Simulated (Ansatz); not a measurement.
The cluster Pd3S2, relaxed as a singlet with RKS PBE-D4/def2-SVP in Ansatz, starting from the GFN2-xTB geometry. Force threshold 0.02 eV/Å.

In the def2 sets Pd takes a core potential; there is no spin–orbit coupling. The restricted singlet is unstable towards broken spin symmetry at other levels; at PBE-D4/def2-SVP this wasn't settled. Another isomer (singlet) lies 0.94 eV lower at PBE0-D4/def2-TZVP; other spin states weren't run for this one.

Start:

```xyz
5

Pd   -0.841   -1.070   -1.252
Pd    0.492   -0.158    1.238
Pd   -0.126    1.381   -1.226
S     0.822    1.956    0.648
S    -0.346   -2.110    0.593
```

```tsv
step	energy (eV)	largest force component (eV/Å)	SCF passes
1	-32099.0186	0.421	41
2	-32099.0365	0.174	29
3	-32099.0440	0.097	31
4	-32099.0483	0.061	32
5	-32099.0492	0.006	28
```

Force components are those of the run's own axes.

End:

```xyz
5

Pd   -0.841   -1.086   -1.250
Pd    0.444   -0.143    1.136
Pd   -0.125    1.397   -1.218
S     0.852    1.967    0.693
S    -0.331   -2.135    0.640
```

By distances, no bond broke or formed. The bond that changes most is Pd1–S5, from 2.17 to 2.22 Å (atoms count from 1).

No frequencies were taken in this run, so the end may be a saddle point.

Run time 9 s (4 threads of Arm Neoverse V2 on a shared host).
